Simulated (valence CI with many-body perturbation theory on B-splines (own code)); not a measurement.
**E1 transitions of Ar XI**

Computed by configuration interaction combined with many-body perturbation theory (CI+MBPT): six valence electrons over a frozen Dirac-Fock core [He], a basis of 9 s, 9 p, 8 d, 6 f, 3 g, 1 h functions for each j, with the one-electron correlation potential Σ1 (screened to all orders), the two-electron term Σ2, the three-electron term Σ3, Breit, model QED; selected single and double excitations, second order for the rest, scaled by the run's own slope (own B-spline code, finite nucleus).

No measured spectrum was set against this ion. As an estimate, levels of excited configurations hold to 0.05 to 0.15 % of their energy, terms of the ground configuration to about 0.5 %. Among the levels kept, up to 3000 cm⁻¹ of a level comes from second order outside the variational space, and about a tenth of that is noise between levels of different J, which matters for small intervals.

Lines 101 to 150 of 196 in falling wavelength, among levels below 2876600 cm⁻¹, chosen from the strongest by gf and those to the six lowest levels. Wavelengths and rates use the calculated energies, so an error of 1000 cm⁻¹ moves a line at 346.7 Å by 0.35 % and its rate by three times that or more. Electric multipoles are in the length gauge, E1 and E2 with the static RPA response of the core. Weak lines are less certain than strong ones. Lines between different terms over intervals too small for the method are left out, as are lines whose strength nearly cancels. Where a level lies close to another of its J and parity, the split of strength between their lines is uncertain. The highest levels of a list are the least certain.

Names give the largest LS component (configuration and term), which can be under half, so a name can repeat, a term be missing and a line seem to break the LS rules; names also repeat where a configuration has a term twice. Letters in brackets count levels of one name in rising energy.

```csv
λ vac (Å),Upper,Lower,A (s⁻¹),S (a.u.)
346.7,2s2 2p3 3p 3P_0 [c],2s2 2p3 3s 3S°_1,1.17e+09,2.40e-02
254.3,2s 2p5 3P°_1,2s2 2p4 1S_0,3.07e+07,7.49e-04
218.5,2s 2p5 3P°_2,2s2 2p4 1D_2,1.58e+08,4.06e-03
212.7,2s 2p5 3P°_1,2s2 2p4 1D_2,6.27e+06,8.93e-05
198.0,2p6 1S_0,2s 2p5 1P°_1,6.31e+10,2.42e-01
194.0,2s 2p5 3P°_2,2s2 2p4 3P_1,4.90e+09,8.84e-02
190.9,2s 2p5 3P°_1,2s2 2p4 3P_0,6.80e+09,7.01e-02
189.5,2s 2p5 3P°_1,2s2 2p4 3P_1,5.27e+09,5.31e-02
188.7,2s 2p5 3P°_2,2s2 2p4 3P_2,1.58e+10,2.62e-01
187.0,2s 2p5 3P°_0,2s2 2p4 3P_1,2.21e+10,7.12e-02
184.5,2s 2p5 3P°_1,2s2 2p4 3P_2,9.66e+09,8.98e-02
171.8,2s 2p5 1P°_1,2s2 2p4 1S_0,5.03e+09,3.78e-02
151.8,2s 2p5 1P°_1,2s2 2p4 1D_2,7.05e+10,3.65e-01
140.3,2s 2p5 1P°_1,2s2 2p4 3P_0,6.37e+07,2.61e-04
139.6,2s 2p5 1P°_1,2s2 2p4 3P_1,3.12e+07,1.26e-04
136.8,2s 2p5 1P°_1,2s2 2p4 3P_2,1.04e+09,3.93e-03
47.87,2s2 2p3 3p 5P_1,2s 2p5 3P°_2,2.56e+07,4.16e-06
47.84,2s2 2p3 3p 5P_2,2s 2p5 3P°_2,2.22e+06,6.01e-07
47.78,2s2 2p3 3p 5P_3,2s 2p5 3P°_2,1.30e+07,4.89e-06
47.16,2s2 2p3 3p 3P_1 [a],2s 2p5 3P°_2,2.71e+08,4.21e-05
47.13,2s2 2p3 3p 3P_2 [a],2s 2p5 3P°_2,2.18e+08,5.64e-05
45.94,2s2 2p3 3p 1P_1 [a],2s 2p5 3P°_2,9.05e+07,1.30e-05
45.77,2s2 2p3 3p 3D_2 [a],2s 2p5 3P°_2,8.37e+07,1.98e-05
45.70,2s2 2p3 3p 3D_1 [a],2s 2p5 3P°_2,1.05e+08,1.48e-05
45.70,2s2 2p3 3p 3D_3 [a],2s 2p5 3P°_2,6.17e+08,2.03e-04
45.56,2s2 2p3 3p 3F_2,2s 2p5 3P°_2,1.21e+08,2.81e-05
45.51,2s2 2p3 3p 3F_3,2s 2p5 3P°_2,5.02e+08,1.63e-04
45.40,2s2 2p3 3p 1F_3,2s 2p5 3P°_2,1.86e+08,6.02e-05
44.81,2s2 2p3 3p 3P_1 [b],2s 2p5 3P°_2,1.43e+10,1.91e-03
44.73,2s2 2p3 3p 3S_1,2s 2p5 3P°_1,9.91e+09,1.31e-03
44.65,2s2 2p3 3p 3P_2 [b],2s 2p5 3P°_2,1.36e+10,2.99e-03
44.49,2s2 2p3 3p 3S_1,2s 2p5 3P°_2,1.75e+08,2.28e-05
44.46,2s2 2p3 3p 3D_1 [b],2s 2p5 3P°_2,7.63e+07,9.93e-06
44.45,2s2 2p3 3p 3D_2 [b],2s 2p5 3P°_2,2.80e+08,6.07e-05
44.36,2s2 2p3 3p 3D_3 [b],2s 2p5 3P°_2,4.22e+09,1.27e-03
44.31,2s2 2p3 3p 1D_2 [a],2s 2p5 3P°_2,7.32e+08,1.57e-04
44.20,2s2 2p3 3p 1P_1 [b],2s 2p5 3P°_2,7.08e+08,9.06e-05
43.98,2s2 2p3 3p 3P_2 [c],2s 2p5 3P°_2,2.54e+05,5.33e-08
43.97,2s2 2p3 3p 3P_1 [c],2s 2p5 3P°_2,1.04e+09,1.31e-04
43.51,2s2 2p3 3p 1D_2 [b],2s 2p5 3P°_2,1.37e+08,2.79e-05
42.24,2s2 2p3 3s 3S°_1,2s2 2p4 1S_0,5.79e+06,6.46e-07
41.47,2s2 2p3 3s 5S°_2,2s2 2p4 1D_2,5.33e+05,9.39e-08
41.02,2s2 2p3 3s 3D°_1,2s2 2p4 1S_0,1.47e+09,1.50e-04
40.91,2s2 2p3 3s 3S°_1,2s2 2p4 1D_2,1.28e+09,1.30e-04
40.51,2s2 2p3 3s 5S°_2,2s2 2p4 3P_1,1.91e+08,3.13e-05
40.27,2s2 2p3 3s 5S°_2,2s2 2p4 3P_2,1.07e+09,1.72e-04
40.10,2s2 2p3 3s 3P°_1,2s2 2p4 1S_0,4.22e+08,4.03e-05
40.03,2s2 2p3 3s 3S°_1,2s2 2p4 3P_0,5.99e+10,5.69e-03
39.97,2s2 2p3 3s 3S°_1,2s2 2p4 3P_1,1.71e+11,1.62e-02
39.81,2s2 2p3 3s 1P°_1,2s2 2p4 1S_0,2.12e+11,1.98e-02
```
